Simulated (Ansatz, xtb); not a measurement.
Ranking isomers of CH3Cl2Si

3 gas-phase structures of CH3Cl2Si, found in a search over its isomers (lower ones may exist). Each was relaxed with GFN2-xTB; where two conformers were screened, the lower at r2SCAN-D4/def2-SVP is listed:

A. `[CH2][SiH](Cl)Cl`, a doublet
B. `C[Si](Cl)Cl`, a doublet
C. `ClC[SiH]Cl`, a doublet

Problem. Estimate their order in r2SCAN-D4/def2-SVP energy at these geometries, lowest first.

Solution. Calculated order at r2SCAN-D4/def2-SVP: B (0.0), A (56.1), C (188.4) kJ/mol.

Energies above the lowest of each column, in kJ/mol; the last columns are at PBE0-D3(BJ)/def2-SVP geometries and were run for some of them only (a dash: not run or not comparable):

| structure | GFN2-xTB | HF/STO-3G | r2SCAN-D4/def2-SVP | PBE0-D3(BJ)/def2-SVP | CCSD(T)/def2-SVP + ΔMP2/def2-TZVPP |
| --- | --- | --- | --- | --- | --- |
| B | 0.0 | 0.0 | 0.0 | 0.0 | 0.0 |
| A | 67.3 | 52.4 | 56.1 | 62.4 | 50.9 |
| C | 128.6 | 184.5 | 188.4 | – | – |

Every level run on B puts it lowest or level with the lowest. Flexible structures stand in one conformer each, not always the lowest. Frequencies (PBE0-D3(BJ)/def2-SVP) were run for A, B alone. Open shells are spin-unrestricted. ΔMP2 is the change of the MP2 energy from the smaller to the larger basis.

Programs: Ansatz 0.2.0, xtb 6.7.1.
